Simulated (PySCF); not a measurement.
## Dipole response of Ni⁺ (nickel, charge +1)

[Ar] 3d9, 2D determinant. All numbers are calculated (PySCF 2.14, no relativity, point nucleus, in def2-QZVPPD (11s6p5d4f2g, 100 functions)). Coupled (time-dependent) response in atomic units; α is the mean over directions.

```csv
method,mean α (bohr³),"α xx, yy, zz",C₆ (like pair),S(−4)
UHF,5.832,"5.531, 5.531, 6.434",19.16,24.42
PBE,9.002,"8.461, 8.461, 10.08",31.10,82.91
```

S(−4) is the Cauchy moment in α(ω) = α(0) + S(−4) ω² + …

α(iu) at PBE:

```csv
u (hartree),α(iu) (bohr³)
0,9.002
0.0500,8.803
0.100,8.282
0.200,6.918
0.300,5.740
0.500,4.225
0.750,3.151
1.00,2.473
1.50,1.671
2.00,1.226
3.00,0.7557
5.00,0.3776
```

A single London oscillator, α(iu) = α/(1 + u²/ω²), gives C₆ = (3/4) ω α². Matching the computed C₆ needs ω = 4 × 31.10 / (3 × 9.002²) = 0.512 hartree.

For an ion, C₆ is the dispersion term alone; charge-induced terms of lower order in 1/R come first.

The components differ because the open shell of this determinant is not spherical; for a pure term their mean is the scalar polarisability.
